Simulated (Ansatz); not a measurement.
Single points on the cluster NbTe₂⁺.

```yaml
crystal:
  periodic: [false, false, false]
  atoms:
    - {symbol: Nb, position_ang: [0.223282, -0.643954, -0.937006]}
    - {symbol: Te, position_ang: [-1.699428, 0.765212, -0.214469]}
    - {symbol: Te, position_ang: [1.476134, -0.121258, 1.151475]}
basis:
  gaussian: {orbitals: def2-TZVP, initial_orbitals: start.molden}
total_charge: 1
magnetization: {spin_polarized: true, initial_magnetization: 2}
hamiltonian: {xc: {text: "exchange = 0.85*pbe_x + 0.15*exact_x\ncorrelation = pbe_c"}}
scf: {omitted_lower_state_checks: [starts]}
output: {orbitals: {seedname: orbitals}}
```

The file start.molden holds the orbitals of an earlier run on this structure, at another level or in another basis.

```sh
$ ansatz run in.yaml --threads 4 --pin off --events-out ev --progress --plain --max-ram 3916MiB
```

Shortened log:

```
Functional definition: unnamed
1164 factors; their error is unknown
mean field evaluation 1: about -16130.8602 eV, gradient 1.9e0 eV
mean field evaluation 2: about -16130.8779 eV, gradient 3.9e-2 eV
mean field evaluation 4: about -16130.9700 eV, gradient 9.8e-4 eV
mean field evaluation 8: about -16130.9700 eV, gradient 2.8e-5 eV
mean field -16130.97002636 eV, -592.8022145046 hartree, gradient 2.8e-5 eV, S^2 2.037647; 0 other end points of the search recorded, 0 dependent functions left out
reference -16130.97006054 eV, -592.8022157605 hartree; 31, 29 occupied and 109, 111 virtual orbitals, 1164 factors
Total energy: -16130.97006054 eV, -592.8022157605 hartree
Checks for a lower state left out: starts
```

It took 3.9 s on 4 threads of Arm Neoverse V2 on a shared host.

Geometry: r2SCAN-D4/def2-TZVP.

In the def2 sets Nb, Te take a core potential; there is no spin–orbit coupling. The structure comes from a short search, and lower isomers may exist.
